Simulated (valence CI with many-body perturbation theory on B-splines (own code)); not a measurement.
# La XXXVII: one-electron terms

Method: configuration interaction combined with many-body perturbation theory (CI+MBPT): three valence electrons over a frozen Dirac-Fock core [Ar], radial functions for each j: 9 s, 9 p, 10 d, 8 f, 5 g, 3 h, 1 i, with the one-electron correlation potential Σ1 (screened to all orders), the two-electron term Σ2, the three-electron term Σ3, Breit, model QED; selected single and double excitations, second order for the rest (own B-spline code, finite nucleus).

No measured spectrum was set against this ion. As an estimate, large intervals hold to a few tenths of a per cent, small ones and those within an open d or f shell to about a per cent. Only levels of the ground parity were solved; by the run's estimate the other parity begins above the list, which can be wrong where configurations are misplaced.

These are the spectroscopic orbitals of the CI (the correlating ones are not listed), shaped by the core and the other valence electrons. h is the expectation value of the core's Dirac-Fock operator, without the valence repulsion; Σ1 is computed up to l = 3 at one energy for each symmetry, that of its lowest orbital but kept below the first core excitation, so for empty shells it is not the orbital's own correlation shift; Breit and QED include the response of the core.

```tsv
Orbital	h (hartree)	Σ1 (cm⁻¹)	Breit (cm⁻¹)	QED (cm⁻¹)	⟨r⟩ (bohr)
4s1/2	-58.368	-7918	5715	4229	0.5200
5s1/2	-35.677	-2999	2735	2059	0.8483
6s1/2	-24.075	-1498	1498	1145	1.259
4p1/2	-56.32	-10456	9129	-106	0.5152
5p1/2	-34.668	-3785	4471	-47.4	0.8495
6p1/2	-23.507	-1859	2486	-25.3	1.266
4p3/2	-54.988	-9983	5666	325	0.5287
5p3/2	-34.026	-3713	2780	164	0.8662
6p3/2	-23.148	-1843	1634	92.7	1.287
3d3/2	-98.255	-22084	11301	-979	0.2306
4d3/2	-52.019	-10141	4172	-279	0.5048
5d3/2	-32.608	-3890	2036	-128	0.8544
3d5/2	-97.421	-21025	5644	-483	0.2335
4d5/2	-51.718	-9834	2115	-111	0.5084
5d5/2	-32.458	-3751	1018	-46.5	0.8588
4f5/2	-49.039	-24256	450	-174	0.4567
5f5/2	-31.233	-9606	197	-82.3	0.8166
4f7/2	-48.938	-21170	-196	-108	0.4582
5f7/2	-31.177	-8373	-67.2	-48.4	0.8185
5g7/2	-30.492		34.9	-21.2	0.7356
5g9/2	-30.468		-33.6	-5.0	0.7365
```

Among the shells of the start configuration 3d3, Σ1 is largest in size for 3d3/2, where it is 0.10 % of h.

Lowest root of each symmetry, sizes in configuration state functions:

```tsv
J	Parity	Roots	Reference	Variational	Second order	Change by selected CI (cm⁻¹)	Change by second order (cm⁻¹)
1/2	even	2	43	3442	774	-5807	0
3/2	even	5	71	6436	5089	-5161	0
5/2	even	5	79	7837	6672	-3961	-1
7/2	even	3	66	7670	2005	-4678	-1
9/2	even	3	49	6821	1838	-5224	-1
11/2	even	1	25	4750	2118	-5802	-2
```
